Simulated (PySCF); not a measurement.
PySCF job for Al(Cl)(Me)(Et) (C3H8AlCl), SMILES C[CH2][Al]([CH3])[Cl], PBE-D3(BJ)/def2-SVP. Coordinates come from a PBE-D3(BJ)/def2-SVP optimisation. The structure was generated by enumeration; whether it is a known compound was not checked. The values are those of a single conformer.

```python
import numpy as np
from pyscf import gto, scf, dft, df
from pyscf.hessian import thermo

mol = gto.M(
    atom='''
    Al   -0.42375562    0.38471008    0.00000000
    Cl    1.68197855    0.74675135    0.00000000
    C    -1.59733321    1.95200555    0.00000000
    H    -1.40322382    2.58912210    0.88906644
    H    -1.40322382    2.58912210   -0.88906645
    H    -2.67333212    1.68286110    0.00000000
    C    -1.01617271   -1.49130695    0.00000000
    C     0.06444592   -2.58212598   -0.00000000
    H    -1.69537565   -1.60611444    0.87763751
    H    -1.69537565   -1.60611444   -0.87763751
    H     0.72519521   -2.50600825   -0.88773999
    H     0.72519521   -2.50600825    0.88773999
    H    -0.37031157   -3.60429964   -0.00000000
    ''',
    basis='def2-SVP',
    charge=0,
    spin=0,
    max_memory=1600,
    verbose=3,
)
mf = dft.RKS(mol, xc='pbe').density_fit(auxbasis='def2-universal-jkfit')
mf.disp = 'd3bj'
mf.grids.level = 3
mf.conv_tol = 1e-11
mf.max_cycle = 100
mf.kernel()

# analytic Hessian; the response equations are solved on a coarser grid
h, args, fine = mf.Hessian(), (mf.mo_energy, mf.mo_coeff, mf.mo_occ), mf.grids
h.max_memory = max(150, 2.5e-5 * df.make_auxmol(mol, mf.with_df.auxbasis).nao * mol.nelec[0] * (mol.nelec[0] + mol.nao))  # MB; small integral blocks
h1ao = h.make_h1(mf.mo_coeff, mf.mo_occ)
mf.grids = dft.Grids(mol).set(level=1).build(with_non0tab=True)
mo1, mo_e1 = h.solve_mo1(*args, h1ao)
mf.grids = fine
hess = h.hess_elec(*args, mo1, mo_e1, h1ao) + h.hess_nuc()
if mf.do_disp():
    hess += h.get_dispersion()
for i in range(mol.natm):  # the analytic DFT Hessian lacks the response of the grid: restore translational invariance
    hess[i, i] -= hess[i].sum(axis=0)
hess = (hess + hess.transpose(1, 0, 3, 2)) / 2
vib = thermo.harmonic_analysis(mol, hess, imaginary_freq=False)
thermo.dump_normal_mode(mol, vib)
th = thermo.thermo(mf, vib['freq_au'][vib['freq_au'] > 0], 298.15, 101325)
thermo.dump_thermo(mol, th)
g0 = mf.nuc_grad_method().set(verbose=0).kernel()

# dipole derivatives [dipole axis, atom, xyz] from the same response
r, irp = mol.intor('int1e_r'), mol.intor('int1e_irp').reshape(3, 3, mol.nao, mol.nao)
sl, dm0, ok = mol.aoslice_by_atom(), np.array(mf.make_rdm1()), []
dmu = np.einsum('a,xt->xat', mol.atom_charges(), np.eye(3))
for a, (_, _, p0, p1) in enumerate(sl):
    dmu[:, a] += 2 * np.einsum('xtij,ij->xt', irp[:, :, :, p0:p1], dm0.reshape(-1, mol.nao, mol.nao).sum(0)[:, p0:p1])
    for u, c, occ, f in [(mo1, mf.mo_coeff, mf.mo_occ, 4)]:
        dmu[:, a] -= f * np.einsum('tui,xuv,vi->xt', u[a], r, c[:, occ > 0], optimize=True)
L = vib['norm_mode']
ir = 974.8801 * (np.einsum('xat,kat->kx', dmu, L) ** 2).sum(1)       # km/mol
apt = np.einsum('xax->a', dmu) / 3
print('mode   freq/cm-1   IR/(km/mol)')
for k, w in enumerate(vib['freq_wavenumber']):
    print(f'{k + 1:4d} {w:11.2f} {ir[k]:13.3f}')
print('max |gradient| / (hartree/bohr):', abs(g0).max())
print('APT charges:', apt.round(4))
```

Program output:

```
converged SCF energy = -821.043474471361

WARN: DFTD3 does not support analytical Hessian, using finite difference


WARN: Mole.unit (angstrom) is changed to Bohr

Mode                                 0                   1                   2
Irrep
Freq [cm^-1]                       15.4739             33.3014             93.6967
Reduced mass [au]                   1.4644              1.1260              4.1003
Force const [Dyne/A]                0.0002              0.0007              0.0212
Char temp [K]                      22.2635             47.9134            134.8088
Normal mode                   x     y     z       x     y     z       x     y     z
       0  Al                 0.00 -0.00  0.01    0.00 -0.00 -0.01   -0.05  0.02  0.00
       1  Cl                 0.00  0.00  0.03    0.00  0.00  0.01   -0.03 -0.09  0.00
       2   C                -0.00 -0.00 -0.07   -0.00 -0.00 -0.03    0.02  0.07 -0.00
       3   H                 0.18  0.20 -0.25   -0.33 -0.26  0.23    0.06  0.06  0.00
       4   H                -0.18 -0.20 -0.25    0.33  0.26  0.23    0.06  0.06 -0.00
       5   H                 0.00 -0.00  0.19   -0.00 -0.00 -0.49    0.00  0.13 -0.00
       6   C                -0.00 -0.00  0.09   -0.00 -0.00  0.08    0.01 -0.00  0.00
       7   C                -0.00 -0.00 -0.11   -0.00 -0.00 -0.05    0.13  0.11 -0.00
       8   H                 0.17 -0.00  0.22    0.12  0.02  0.18    0.03 -0.07  0.00
       9   H                -0.17  0.00  0.22   -0.12 -0.02  0.18    0.03 -0.07 -0.00
      10   H                -0.19 -0.02 -0.25   -0.14 -0.04 -0.15    0.12  0.18  0.00
      11   H                 0.19  0.02 -0.25    0.14  0.04 -0.15    0.12  0.18 -0.00
      12   H                -0.00 -0.00  0.01   -0.00 -0.00  0.06    0.24  0.06  0.00
Mode                                 3                   4                   5
Irrep
Freq [cm^-1]                      133.5642            151.8588            227.3671
Reduced mass [au]                   1.9449              3.1981              1.5201
Force const [Dyne/A]                0.0204              0.0435              0.0463
Char temp [K]                     192.1691            218.4909            327.1307
Normal mode                   x     y     z       x     y     z       x     y     z
       0  Al                -0.00 -0.00 -0.11    0.03  0.06 -0.00   -0.00  0.00  0.09
       1  Cl                -0.00  0.00  0.03    0.05 -0.06  0.00   -0.00 -0.00 -0.02
       2   C                 0.00  0.00  0.08   -0.14 -0.07  0.00   -0.00  0.00 -0.02
       3   H                 0.13 -0.07  0.11   -0.28 -0.04  0.00   -0.09  0.09 -0.07
       4   H                -0.13  0.07  0.11   -0.28 -0.04 -0.00    0.09 -0.09 -0.07
       5   H                 0.00  0.00  0.21   -0.09 -0.29  0.00   -0.00  0.00 -0.11
       6   C                 0.00 -0.00 -0.03    0.01  0.07  0.00    0.00  0.00 -0.09
       7   C                 0.00 -0.00  0.05   -0.01  0.06  0.00    0.00 -0.00  0.01
       8   H                 0.06  0.11  0.04    0.00  0.08 -0.00   -0.12 -0.04 -0.19
       9   H                -0.06 -0.11  0.04    0.00  0.08  0.00    0.12  0.04 -0.19
      10   H                -0.18 -0.23 -0.10   -0.01  0.05  0.00   -0.22 -0.27 -0.18
      11   H                 0.18  0.23 -0.10   -0.01  0.05 -0.00    0.22  0.27 -0.18
      12   H                 0.00 -0.00  0.40   -0.02  0.06  0.00   -0.00 -0.00  0.43
Mode                                 6                   7                   8
Irrep
Freq [cm^-1]                      288.6773            431.5145            521.5087
Reduced mass [au]                   3.8291              6.3201              1.2117
Force const [Dyne/A]                0.1880              0.6934              0.1942
Char temp [K]                     415.3424            620.8532            750.3349
Normal mode                   x     y     z       x     y     z       x     y     z
       0  Al                 0.02 -0.07  0.00    0.06  0.00  0.00    0.00  0.00  0.01
       1  Cl                 0.02  0.03 -0.00   -0.10 -0.02  0.00   -0.00 -0.00 -0.00
       2   C                 0.05 -0.09  0.00    0.07 -0.09 -0.00    0.00  0.00  0.06
       3   H                 0.04 -0.08 -0.00    0.06 -0.08 -0.00   -0.19  0.26 -0.10
       4   H                 0.04 -0.08  0.00    0.06 -0.08  0.00    0.19 -0.26 -0.10
       5   H                 0.05 -0.11 -0.00    0.08 -0.12 -0.00    0.00 -0.00 -0.16
       6   C                -0.14  0.00 -0.00    0.08  0.10  0.00   -0.00 -0.00 -0.11
       7   C                -0.02  0.14  0.00   -0.01  0.03 -0.00    0.00 -0.00  0.01
       8   H                -0.12 -0.01  0.01    0.07  0.15 -0.00    0.36  0.25  0.22
       9   H                -0.12 -0.01 -0.01    0.07  0.15  0.00   -0.36 -0.25  0.22
      10   H                -0.02  0.24  0.00   -0.01 -0.03 -0.00    0.14 -0.06  0.11
      11   H                -0.02  0.24 -0.00   -0.01 -0.03  0.00   -0.14  0.06  0.11
[...]
       1  Cl                 0.00 -0.00 -0.00    0.00 -0.00  0.00   -0.00  0.00 -0.00
       2   C                 0.00  0.00  0.06    0.04  0.03 -0.00   -0.00 -0.00  0.00
       3   H                 0.46 -0.00 -0.05   -0.27 -0.34  0.32   -0.00 -0.01  0.00
       4   H                -0.46  0.00 -0.05   -0.27 -0.34 -0.32   -0.00 -0.01 -0.00
       5   H                -0.00  0.00 -0.72   -0.04  0.31  0.00   -0.00  0.01  0.00
       6   C                -0.00  0.00 -0.00   -0.04  0.02  0.00   -0.01 -0.02 -0.00
       7   C                 0.00 -0.00 -0.00    0.02 -0.03  0.00   -0.03 -0.04 -0.00
       8   H                 0.00  0.01  0.00    0.25 -0.02  0.21   -0.01  0.03  0.01
       9   H                -0.00 -0.01 -0.00    0.25 -0.02 -0.21   -0.01  0.03 -0.01
      10   H                 0.00  0.00 -0.00   -0.06  0.10 -0.04    0.45  0.21  0.37
      11   H                -0.00  0.00  0.00   -0.06  0.10  0.04    0.45  0.21 -0.37
      12   H                -0.00  0.00  0.00   -0.08  0.02 -0.00   -0.40  0.15  0.00
Mode                                24                  25                  26
Irrep
Freq [cm^-1]                     1429.2002           2937.4328           2961.4462
Reduced mass [au]                   1.0339              1.0610              1.0384
Force const [Dyne/A]                1.2442              5.3939              5.3657
Char temp [K]                    2056.3009           4226.3117           4260.8618
Normal mode                   x     y     z       x     y     z       x     y     z
       0  Al                 0.00  0.00  0.00    0.00 -0.00  0.00   -0.00 -0.00 -0.00
       1  Cl                 0.00  0.00 -0.00   -0.00  0.00 -0.00    0.00  0.00  0.00
       2   C                -0.00  0.00 -0.00   -0.00  0.00  0.00   -0.00  0.00  0.00
       3   H                 0.00 -0.00  0.00   -0.00 -0.01 -0.01   -0.01 -0.02 -0.03
       4   H                -0.00  0.00  0.00   -0.00 -0.01  0.01   -0.01 -0.02  0.03
       5   H                -0.00 -0.00  0.00    0.01  0.00  0.00    0.03  0.01 -0.00
       6   C                -0.00 -0.00  0.02    0.07  0.01  0.00    0.01  0.00 -0.00
       7   C                -0.00 -0.00  0.04   -0.00 -0.00 -0.00   -0.03  0.04  0.00
       8   H                -0.04  0.05 -0.00   -0.40 -0.07  0.55   -0.03 -0.00  0.03
       9   H                 0.04 -0.05 -0.00   -0.40 -0.07 -0.55   -0.03 -0.00 -0.03
      10   H                -0.03 -0.50 -0.04   -0.00 -0.00  0.00    0.29  0.05 -0.40
      11   H                 0.03  0.50 -0.04   -0.00 -0.00 -0.00    0.29  0.05  0.40
      12   H                -0.00  0.00 -0.68    0.04  0.08 -0.00   -0.28 -0.62 -0.00
Mode                                27                  28                  29
Irrep
Freq [cm^-1]                     2965.5694           2978.0622           3039.6382
Reduced mass [au]                   1.0359              1.0975              1.1021
Force const [Dyne/A]                5.3679              5.7348              5.9994
Char temp [K]                    4266.7941           4284.7684           4373.3626
Normal mode                   x     y     z       x     y     z       x     y     z
       0  Al                 0.00 -0.00 -0.00    0.00 -0.00  0.00    0.00 -0.00 -0.00
       1  Cl                -0.00  0.00  0.00    0.00  0.00  0.00   -0.00  0.00 -0.00
       2   C                -0.02  0.04  0.00   -0.00  0.00  0.00   -0.00 -0.00  0.00
       3   H                -0.11 -0.32 -0.47   -0.00 -0.00 -0.00    0.00  0.00  0.00
       4   H                -0.11 -0.32  0.47    0.00  0.00 -0.00    0.00  0.00 -0.00
       5   H                 0.51  0.15  0.00    0.00  0.00  0.00    0.00  0.00  0.00
       6   C                -0.00 -0.00 -0.00   -0.00 -0.00  0.09    0.00  0.00 -0.00
       7   C                 0.00 -0.00 -0.00    0.00  0.00 -0.01    0.07  0.06 -0.00
       8   H                 0.01  0.00 -0.02    0.41  0.08 -0.52   -0.03 -0.01  0.03
       9   H                 0.01  0.00  0.02   -0.41 -0.08 -0.52   -0.03 -0.01 -0.03
      10   H                -0.02 -0.00  0.02   -0.05 -0.01  0.06   -0.27 -0.03  0.39
      11   H                -0.02 -0.00 -0.02    0.05  0.01  0.06   -0.27 -0.03 -0.39
      12   H                 0.01  0.03  0.00   -0.00 -0.00 -0.00   -0.27 -0.61 -0.00
Mode                                30                  31                  32
Irrep
Freq [cm^-1]                     3054.7891           3056.9914           3072.4262
Reduced mass [au]                   1.1024              1.0987              1.1019
Force const [Dyne/A]                6.0609              6.0495              6.1284
Char temp [K]                    4395.1613           4398.3300           4420.5373
Normal mode                   x     y     z       x     y     z       x     y     z
       0  Al                 0.00  0.00 -0.00   -0.00 -0.00 -0.00   -0.00 -0.00  0.00
       1  Cl                -0.00 -0.00  0.00   -0.00 -0.00  0.00    0.00  0.00 -0.00
       2   C                -0.00 -0.00  0.00   -0.00 -0.00 -0.09   -0.07 -0.05  0.00
       3   H                -0.00 -0.00 -0.01    0.12  0.39  0.53    0.05  0.20  0.30
       4   H                 0.00  0.00 -0.01   -0.12 -0.39  0.53    0.05  0.20 -0.30
       5   H                 0.00  0.00  0.00    0.00  0.00 -0.02    0.78  0.19  0.00
       6   C                 0.00  0.00 -0.01    0.00  0.00 -0.00    0.00  0.00  0.00
       7   C                -0.00 -0.00 -0.09   -0.00 -0.00 -0.00   -0.00 -0.00  0.00
       8   H                -0.05 -0.01  0.06    0.00  0.00 -0.00    0.00  0.00 -0.00
       9   H                 0.05  0.01  0.06   -0.00 -0.00 -0.00    0.00  0.00  0.00
      10   H                -0.40 -0.06  0.53   -0.00 -0.00  0.01    0.00  0.00 -0.00
      11   H                 0.40  0.06  0.53    0.00  0.00  0.01    0.00  0.00  0.00
      12   H                 0.00  0.00 -0.02    0.00  0.00 -0.00    0.00  0.00  0.00
temperature 298.1500 [K]
pressure 101325.00 [Pa]
Rotational constants [GHz] 2.99590 2.20152 1.29991
Symmetry number 1
Zero-point energy (ZPE) 0.09846 [Eh]   258514.521 [J/mol]
                           tot       elec      trans        rot        vib
Entropy [J/mol/K]       405.070      0.000    166.969    117.230    120.872
Cv [J/mol/K]            118.168      0.000     12.472     12.472     93.224
Cp [J/mol/K]            126.482      0.000     20.786     12.472     93.224
Internal energy [J/mol]                      3718.434   3718.434 274478.101
Internal energy [Eh]   -820.93610  -821.04347
Enthalpy [J/mol]                             6197.391   3718.434 274478.101
Enthalpy [Eh]          -820.93515
Gibbs free energy [J/mol]                  -43584.363 -31233.561 238440.200
Gibbs free energy [Eh] -820.98115
mode   freq/cm-1   IR/(km/mol)
   1       15.47         0.033
   2       33.30         0.022
   3       93.70         1.622
   4      133.56         3.668
   5      151.86         4.663
   6      227.37         3.795
   7      288.68         9.274
   8      431.51        14.670
   9      521.51         1.667
  10      572.76        29.674
  11      636.95        64.012
  12      664.41        79.063
  13      696.22       142.228
  14      892.91         1.825
  15      928.20         8.434
  16     1022.40        18.725
  17     1163.47        18.301
  18     1171.19         5.448
  19     1195.28         1.967
  20     1347.12         5.245
  21     1368.60         3.801
  22     1374.13         1.853
  23     1374.27         0.040
  24     1419.82         4.296
  25     1429.20         6.397
  26     2937.43        16.322
  27     2961.45        42.919
  28     2965.57         1.105
  29     2978.06         8.027
  30     3039.64        21.662
  31     3054.79        18.030
  32     3056.99         2.184
  33     3072.43         5.345
max |gradient| / (hartree/bohr): 2.600138656597553e-05
APT charges: [ 1.2995 -0.5702 -0.4388  0.0195  0.0195  0.0159 -0.3116  0.0835 -0.0224
 -0.0224 -0.0089 -0.0089 -0.0546]
```

The run converged.

Cost: around 2.4 core-minutes (rough).
